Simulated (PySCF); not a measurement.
## Nuclear quadrupole coupling in `FC1(F)OCO[C@@](F)(C(F)(F)F)O1`

Compound: C₄H₂F₆O₃.
Z-matrix (Å and degrees, GFN2-xTB geometry), rows numbered from 1:
```
F 
C   1  1.3550
F   2  1.3231  1  106.28
O   2  1.3499  1  110.39  3  -117.75
C   4  1.4090  2  112.06  1   -74.07
O   5  1.4125  4  110.05  2   -55.62
C   6  1.3585  5  111.57  4    55.93
F   7  1.3747  6  109.51  5    71.77
C   7  1.5551  6  108.58  5  -170.82
F   9  1.3248  7  111.49  6  -177.44
F   9  1.3279  7  110.56  6   -57.12
F   9  1.3277  7  110.26  6    62.25
O   7  1.3809  6  114.39  5   -50.50
H   5  1.0897  4  106.96  2  -171.30
H   5  1.1001  4  110.67  2    66.67
```

Field gradients from the PBE0/pcSseg-1 density (PySCF, non-relativistic), principal values in atomic units, ordered |Vxx| ≤ |Vyy| ≤ |Vzz|:

```json
{"atom": "O4", "Vxx": "0.0311", "Vyy": "1.8472", "Vzz": "-1.8783"}
{"atom": "O6", "Vxx": "-0.0115", "Vyy": "-1.8479", "Vzz": "1.8594"}
{"atom": "O13", "Vxx": "-0.0462", "Vyy": "-1.8485", "Vzz": "1.8947"}
```

Q: Find the asymmetry η = (Vxx − Vyy)/Vzz and the couplings χ = eQV/h (234.96 MHz × Q in barn × V in au), with Q(17O) = −0.0256 b.

A: 
| atom | environment | nucleus | η | χzz (MHz) | χxx (MHz) | χyy (MHz) |
| --- | --- | --- | --- | --- | --- | --- |
| O4 | cyclic ether oxygen | 17O | 0.97 | 11.30 | -0.19 | -11.11 |
| O6 | cyclic ether oxygen | 17O | 0.99 | -11.18 | 0.07 | 11.12 |
| O13 | cyclic ether oxygen | 17O | 0.95 | -11.40 | 0.28 | 11.12 |

At O4, O6 and O13 η is above 0.9: Vyy and Vzz are nearly equal in size and opposite in sign, so a small change could swap them and flip the sign of χzz. The tensor is traceless: Vxx + Vyy + Vzz = 0.

Q: What is Vzz at O13 in SI units (1 au = 9.71736 × 10²¹ V/m²)?

A: 1.8947 au = 18.412 × 10²¹ V/m².

Q: And the gradient at the other heavy atoms, for which no coupling is worked out here?

A: 
| atom | environment | Vzz (au) | η |
| --- | --- | --- | --- |
| F1 | fluorine of a CF2 group | 2.916 | 0.06 |
| C2 | CF2 carbon | -0.122 | 0.97 |
| F3 | fluorine of a CF2 group | 3.050 | 0.01 |
| C5 | sp3 carbon bearing two oxygens | -0.508 | 0.81 |
| C7 | sp3 carbon bearing two oxygens | -0.346 | 0.53 |
| F8 | alkyl fluorine | 2.949 | 0.05 |
| C9 | CF3 carbon | -0.360 | 0.01 |
| F10 | fluorine of a CF3 group | 2.948 | 0.01 |
| F11 | fluorine of a CF3 group | 2.948 | 0.01 |
| F12 | fluorine of a CF3 group | 2.945 | 0.01 |

Were the hydrogens deuterons (Q(2H) = 0.00286 b), χzz would run from 179 kHz (H15) to 193 kHz (H14).

Isolated species at its GFN2-xTB geometry (one conformer only). GFN2-xTB bond lengths can be off by several hundredths of an ångström, more for odd bonds, and the gradients follow them. With a basis this small, the couplings can be 20 % off.

These values come from a run that also computed NMR shieldings. The run took 51 s on Arm Neoverse V1, one thread, shared host.
